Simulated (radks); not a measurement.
Values are calculated unless marked as measured or tabulated.
Neutral bromine inside a hard spherical wall (all orbitals vanish at R), configuration held at [Ar] 3d10 4s2 4p5 and not refilled when levels cross. Code: a radial shooting solver on a logarithmic mesh with Libxc functionals. Model: non-relativistic Kohn-Sham, PBE, spin-polarised, spherical densities, point nucleus; open shells are filled with parallel spins first. Eigenvalues in eV for spin up, with the zero of energy where the potential of the charges vanishes at infinity; a dash marks a level that is unbound or too diffuse for the functional's potential to be trusted. A positive occupied level is held by the wall or, in an anion where self-interaction has pushed it up, behind a barrier. The pressure on the wall is -dE/dV.

\begin{tabular}{lrrrrrrrrr}
R (bohr) & E (hartree) & kinetic (hartree) & e(3p) & e(3d) & e(4s) & e(4p) & e(5s, empty) & e(5p, empty) & pressure (GPa) \\ \hline
free & -2573.78331 & 2572.270 & -171.68 & -68.373 & -19.781 & -8.239 & - & - & 0 \\
20 & -2573.78331 & 2572.270 & -171.68 & -68.373 & -19.781 & -8.239 & - & - & < 0.0001 \\
15 & -2573.78331 & 2572.270 & -171.68 & -68.373 & -19.781 & -8.239 & - & - & < 0.0001 \\
12 & -2573.78331 & 2572.270 & -171.68 & -68.373 & -19.781 & -8.239 & -0.301 & 1.069 & < 0.0001 \\
10 & -2573.78329 & 2572.270 & -171.68 & -68.370 & -19.779 & -8.236 & -0.027 & 1.702 & 0.000913 \\
8 & -2573.78277 & 2572.276 & -171.64 & -68.330 & -19.746 & -8.205 & 0.820 & 3.280 & 0.0300 \\
7 & -2573.78086 & 2572.293 & -171.53 & -68.222 & -19.659 & -8.120 & 1.871 & 5.000 & 0.178 \\
5 & -2573.73099 & 2572.620 & -170.05 & -66.745 & -18.554 & -6.951 & 8.886 & 14.808 & 7.65 \\
3 & -2572.33978 & 2578.582 & -155.74 & -52.617 & -7.046 & 6.689 & 60.330 & 73.622 & 676 \\
2.5 & -2570.11877 & 2586.292 & -143.88 & -40.967 & 5.679 & 21.734 & 110.10 & 126.48 & 2660 \\
1.5 & -2539.58349 & 2675.948 & -73.273 & 31.432 & 141.56 & 169.03 & 511.66 & 528.03 & 95800 \\
\end{tabular}
